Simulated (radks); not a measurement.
Q: The table gives one normalised radial function P(r) = r R(r) of Nb in [Kr] 4d4.5 5s0.5 (r in bohr). Calculated with a radial shooting solver on a logarithmic mesh with Libxc functionals: scalar-relativistic Kohn-Sham, PBEsol, spin-polarised, spherical densities, finite nucleus; open shells are filled with parallel spins first (spin-orbit coupling, left out, can overturn this in heavy ions); Fermi nuclear charge, rms radius 4.324 fm.

r	P
0.005649	0.1372
0.007656	0.1672
0.01038	0.1963
0.01418	0.2183
0.01921	0.2212
0.02604	0.1910
0.03529	0.1122
0.04782	-0.0220
0.06481	-0.1932
0.08855	-0.3420
0.12	-0.3554
0.1626	-0.1498
0.2204	0.2338
0.2987	0.5505
0.4081	0.4665
0.5531	-0.0930
0.7496	-0.7730
1.016	-1.0791
1.377	-0.8622
1.881	-0.4233
2.549	-0.1312
3.455	-0.0235
4.682	-0.0021
6.346	-0.0001
8.669	0.0000
11.75	0.0000
15.92	0.0000

Which n and l does it have? It may be an empty orbital.

A: n = 4, l = 0: the number of nodes gives n - l - 1 = 3, the rise at small r (about r^(l+1), flatter next to the nucleus through relativity) gives l, and the extent must fit the shell. The curve is that of 4s down; the table hardly tells the two spins apart. 4s down: eigenvalue -55.620 eV, 3 radial nodes at r = 0.0458, 0.185, 0.531 bohr, <r> = 1.16 bohr, 90 % of the charge inside 1.69 bohr.
